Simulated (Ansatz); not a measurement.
C3H10GeO2, singlet, geometry from GFN2-xTB, atoms displaced at random by about 0.03 Å a coordinate; PBE/STO-3G, gradient (Ansatz, a first-principles code).

Here is a job for Ansatz.
Ansatz 0.2 input:
```yaml
crystal:
  periodic: [false, false, false]
  atoms:
    - {symbol: C, position_ang: [-1.90217061, -1.80722694, -0.29989059]}
    - {symbol: C, position_ang: [-1.48926281, -0.49347122, -0.78781154]}
    - {symbol: Ge, position_ang: [0.23931587, 0.22682287, 0.02580347]}
    - {symbol: C, position_ang: [1.71592504, -1.06073536, 0.15039354]}
    - {symbol: O, position_ang: [0.80551490, 1.65097872, -0.90251515]}
    - {symbol: O, position_ang: [-0.03497995, 0.96560604, 1.58503513]}
    - {symbol: H, position_ang: [-1.14214095, -2.58122967, -0.47096766]}
    - {symbol: H, position_ang: [-2.15067618, -1.78464470, 0.77860522]}
    - {symbol: H, position_ang: [-2.82653540, -2.14317834, -0.79683733]}
    - {symbol: H, position_ang: [-1.27321689, -0.56413824, -1.89824854]}
    - {symbol: H, position_ang: [-2.23487336, 0.29224692, -0.64989950]}
    - {symbol: H, position_ang: [2.08997158, -1.21940824, -0.82713578]}
    - {symbol: H, position_ang: [2.59543754, -0.58352873, 0.68267713]}
    - {symbol: H, position_ang: [1.40888791, -1.95264580, 0.66522852]}
    - {symbol: H, position_ang: [0.76052738, 2.38708233, -0.37661851]}
    - {symbol: H, position_ang: [-0.40071113, 0.29915324, 2.31723068]}
basis:
  gaussian:
    orbitals: STO-3G
hamiltonian:
  xc: pbe
output: {forces: true}
```

Output, abridged:

```
Functional definition: PBE
681 factors; integrals over basis functions are off by at most 4.0e-5 eV
mean field evaluation 1: about -62942.4036 eV, gradient 2.9e2 eV
mean field evaluation 2: about -62980.2085 eV, gradient 1.6e2 eV
mean field evaluation 4: about -63030.6968 eV, gradient 1.4e2 eV
mean field evaluation 8: about -63118.4419 eV, gradient 2.1e1 eV
mean field evaluation 16: about -63119.7958 eV, gradient 8.5e-4 eV
mean field -63119.79582249 eV, -2319.6097123421 hartree, gradient 3.9e-5 eV, S^2 0.000000; 0 other end points of the search recorded, 0 dependent functions left out
the calculation of the forces begins
reference -63119.79585281 eV, -2319.6097134564 hartree; 38, 38 occupied and 15, 15 virtual orbitals, 681 factors
Total energy: -63119.79585281 eV, -2319.6097134564 hartree
Atom 0 at    -1.902171    -1.807227    -0.299891 Å, force    -1.492710    -2.356631     1.400896 eV/Å
Atom 1 at    -1.489263    -0.493471    -0.787812 Å, force     3.636578     2.969666    -1.819632 eV/Å
Atom 2 at     0.239316     0.226823     0.025803 Å, force    -0.080994    -0.102056     0.038702 eV/Å
Atom 3 at     1.715925    -1.060735     0.150394 Å, force    -0.402585     3.287004     1.138520 eV/Å
Atom 4 at     0.805515     1.650979    -0.902515 Å, force     0.158879    -7.813082    -4.683327 eV/Å
Atom 5 at    -0.034980     0.965606     1.585035 Å, force    -0.331310    -0.078678     0.789608 eV/Å
Atom 6 at    -1.142141    -2.581230    -0.470968 Å, force     0.234262    -0.213934     0.035838 eV/Å
Atom 7 at    -2.150676    -1.784645     0.778605 Å, force     0.171430    -0.139490     0.104449 eV/Å
Atom 8 at    -2.826535    -2.143178    -0.796837 Å, force    -0.207723    -0.201772    -0.213058 eV/Å
Atom 9 at    -1.273217    -0.564138    -1.898249 Å, force    -0.382495     0.208753     0.801892 eV/Å
Atom 10 at    -2.234873     0.292247    -0.649899 Å, force    -0.601834     0.198296     0.053429 eV/Å
Atom 11 at     2.089972    -1.219408    -0.827136 Å, force     0.486624    -1.043551    -1.759927 eV/Å
Atom 12 at     2.595438    -0.583529     0.682677 Å, force    -1.012850    -0.517370    -0.087378 eV/Å
Atom 13 at     1.408888    -1.952646     0.665229 Å, force    -0.000377    -1.117784     0.258748 eV/Å
Atom 14 at     0.760527     2.387082    -0.376619 Å, force    -0.623731     6.504559     5.213150 eV/Å
Atom 15 at    -0.400711     0.299153     2.317231 Å, force     0.448836     0.416069    -1.271910 eV/Å
Dipole moment:    -0.117436    -0.155895     0.233245 e Å
```
